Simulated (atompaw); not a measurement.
**Zn PAW (atompaw): all-electron and pseudo phase curves**

```
Element                 : zinc (Zn)
Generator               : atompaw 4.2.0.5
Type                    : PAW
Functional              : PBEsol
Relativity              : non-relativistic
Frozen core             : [Ne] 3s2
Valence charge          : 18
Reference configuration : 3p6 3d10 4s2 4p0
Partial waves           : 4s (bound): rc 2.30 bohr; 4s channel at 2.8 Ry: rc 2.30 bohr; 3p (bound): rc 1.00 bohr; 4p (bound, empty): rc 1.45 bohr; 3d (bound): rc 1.65 bohr; 3d channel at 0.75 Ry: rc 1.65 bohr
Local potential         : troulliermartins scheme with l = 3 at 1 Ry, radius 2.20 bohr
Core correction         : smooth core density matched at 1.65 bohr
Augmentation charge     : sinc compensation charge, radius 1.95 bohr; PAW radius 2.30 bohr; waves and projectors: custom polynom2 7 10 vanderbiltortho
```

The phase is arctan(r·u′/u) with u = r·R(r), unwrapped; energies in Ry, scanned from -8 to 5 Ry. A pole is an energy at which the radial function vanishes at the test radius. The pseudo phase is shifted by a multiple of π to meet the all-electron one at the reference energy, and phase errors are pseudo minus all-electron; the curves can meet again beyond the range given. Levels narrower than the energy grid can be missing from the lists of poles.

Q: For each channel, where are the poles, and over which energies does the pseudopotential scatter like the atom?

A:

```json
{"channel": "s", "radius (bohr)": "2.31", "reference energy (Ry)": "-0.43", "poles, all-electron": "1.84", "poles, pseudo": "1.84", "unbroken range about the reference energy with phases within 0.05 rad": "the whole range", "phase error 1 Ry above the reference energy (rad)": "-0.000"}
{"channel": "p", "radius (bohr)": "2.31", "reference energy (Ry)": "-0.08", "poles, all-electron": "-6.02, 3.02", "poles, pseudo": "-6.02, 3.06", "unbroken range about the reference energy with phases within 0.05 rad": "the whole range", "phase error 1 Ry above the reference energy (rad)": "+0.002"}
{"channel": "d", "radius (bohr)": "2.31", "reference energy (Ry)": "-0.78", "poles, all-electron": "-0.67", "poles, pseudo": "-0.67", "unbroken range about the reference energy with phases within 0.05 rad": "below 2.0", "phase error 1 Ry above the reference energy (rad)": "+0.001"}
```

A Bessel basis up to 400 Ry misses an occupied level by 0.04 Ry, so cutoffs and ghosts were not judged.

Phases in the s channel:

| E (Ry) | all-electron | pseudo |
| --- | --- | --- |
| -8.00 | 1.408 | 1.407 |
| -7.76 | 1.405 | 1.404 |
| -7.52 | 1.402 | 1.401 |
| -7.28 | 1.399 | 1.398 |
| -7.04 | 1.395 | 1.395 |
| -6.80 | 1.391 | 1.391 |
| -6.56 | 1.387 | 1.387 |
| -6.32 | 1.383 | 1.383 |
| -6.08 | 1.379 | 1.378 |
| -5.84 | 1.374 | 1.373 |
| -5.60 | 1.369 | 1.368 |
| -5.36 | 1.363 | 1.363 |
| -5.12 | 1.357 | 1.357 |
| -4.88 | 1.350 | 1.350 |
| -4.64 | 1.343 | 1.343 |
| -4.40 | 1.335 | 1.335 |
| -4.16 | 1.326 | 1.326 |
| -3.92 | 1.316 | 1.315 |
| -3.68 | 1.304 | 1.304 |
| -3.44 | 1.291 | 1.291 |
| -3.20 | 1.276 | 1.276 |
| -2.96 | 1.259 | 1.258 |
| -2.72 | 1.238 | 1.238 |
| -2.48 | 1.212 | 1.212 |
| -2.24 | 1.181 | 1.181 |
| -2.00 | 1.141 | 1.141 |
| -1.76 | 1.088 | 1.088 |
| -1.52 | 1.015 | 1.015 |
| -1.28 | 0.909 | 0.909 |
| -1.04 | 0.744 | 0.744 |
| -0.80 | 0.474 | 0.473 |
| -0.56 | 0.045 | 0.045 |
| -0.32 | -0.464 | -0.464 |
| -0.08 | -0.856 | -0.856 |
| 0.16 | -1.098 | -1.098 |
| 0.40 | -1.247 | -1.247 |
| 0.64 | -1.346 | -1.346 |
| 0.88 | -1.415 | -1.415 |
| 1.12 | -1.467 | -1.467 |
| 1.36 | -1.508 | -1.508 |
| 1.60 | -1.542 | -1.542 |
| 1.84 | -1.571 | -1.571 |
| 2.08 | -1.596 | -1.596 |
| 2.32 | -1.619 | -1.619 |
| 2.56 | -1.641 | -1.641 |
| 2.80 | -1.662 | -1.662 |
| 3.04 | -1.682 | -1.682 |
| 3.28 | -1.704 | -1.704 |
| 3.52 | -1.726 | -1.726 |
| 3.76 | -1.750 | -1.750 |
| 4.00 | -1.777 | -1.777 |
| 4.24 | -1.807 | -1.808 |
| 4.48 | -1.843 | -1.845 |
| 4.72 | -1.887 | -1.891 |
| 4.96 | -1.943 | -1.950 |
